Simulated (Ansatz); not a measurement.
Cl₅Re, SMILES [Cl][Re+]([Cl])([Cl])([Cl])[Cl] (connectivity only; charge and spin as stated), charge +1, multiplicity 2.

The structure is a stationary point at B3LYP-D3(BJ)/def2-SVP. The multiplicity is an assumed one; other spin states were not compared. The def2 effective core potentials stand for the cores of Re; spin–orbit coupling is left out.

Two levels are set side by side: PBE/def2-TZVPD (Ansatz, a first-principles code) and PBE0/def2-TZVPD (Ansatz). Energy differences of separate SCF runs at the same geometry; the states with an electron removed or added have multiplicity 1 and 3. Differences are taken from unrounded values.

| quantity | PBE0 |
|---|---|
| vertical ionisation energy (eV) | 14.85 |
| vertical electron affinity (eV) | 9.35 |

### Question
What does PBE give, and how far is it from PBE0? (The exact figures need the calculation; the answer reports its results.)

### Answer

| quantity | PBE | PBE minus PBE0 |
|---|---|---|
| vertical ionisation energy (eV) | 14.12 | -0.74 |
| vertical electron affinity (eV) | 8.70 | -0.66 |
